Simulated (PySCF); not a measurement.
## Computed properties of CH₁₀FNSi₃, SMILES N[SiH2][Si@@H](F)C[SiH3]

CH₁₀FNSi₃, SMILES N[SiH2][Si@@H](F)C[SiH3]. The structure is a stationary point at B3LYP-D3(BJ)/def2-SVP. The structure was generated by enumeration; whether it is a known compound was not checked. The values are those of a single conformer. All values are computed for the isolated molecule unless a solvent is named; none is compared with measurement here.

**Structure.** All 42 harmonic modes at B3LYP-D3(BJ)/def2-SVP (PySCF) are real, so it is a minimum. With heavy atoms numbered as in [NH2:1][SiH2:2][Si@@H:3]([F:4])[CH2:5][SiH3:6], the shortest bond between them is Si3–F4 at 1.643 Å and the longest Si2–Si3 at 2.347 Å.

**Vibrations.** The strongest infrared lines (harmonic, unscaled, degenerate partners summed) lie at 926 cm⁻¹ (257 km/mol, H 75 %, Si 16 %), 750 cm⁻¹ (229 km/mol, H 39 %, C 35 %, Si 24 %), 2128 cm⁻¹ (167 km/mol, H 97 %). The softest mode is at 31 cm⁻¹ and the zero-point energy is 67.2 kcal/mol.

**Electronic structure.** r2SCAN/def2-TZVP (PySCF) places the frontier levels at -6.31 and -0.86 eV, a gap of 5.45 eV, and gives a dipole moment of 2.60 D. PBE/def2-TZVP (PySCF) at the same geometry gives -6.01 and -1.20 eV, so its gap is 0.64 eV narrower. An orbital gap is neither the optical nor the fundamental gap.

**Excitations.** TDA-M06-2X/def2-SVPD (PySCF) has S1 at 5.91 eV (210 nm, f = 0.011, weak); the most intense of the 6 singlets computed lies at 7.52 eV (f = 0.15). T1 (TDA) is at 5.56 eV, 0.35 eV under S1. TDA-PBE/def2-SVPD (PySCF) puts S1 at 5.00 eV. No vertical singlet excitation falls in the visible range (under 3.1 eV).

**NMR.** GIAO shifts at B3LYP/pcSseg-1 (PySCF) (non-relativistic, atoms alike by connectivity averaged): ¹³C at -4.0 ppm against TMS; ¹H from 0.2 to 5.7 ppm against TMS; ²⁹Si from -70.2 to 26.6 ppm against TMS; ¹⁹F at -232.5 ppm against CFCl3.

**Solvation.** SMD-PBE0/6-31G* (PySCF) gives -0.9 kcal/mol in water, -3.9 kcal/mol in dimethylsulfoxide, -4.5 kcal/mol in diethylether (1 M in both phases, gas-phase geometry); of these solvents diethylether holds the molecule best.
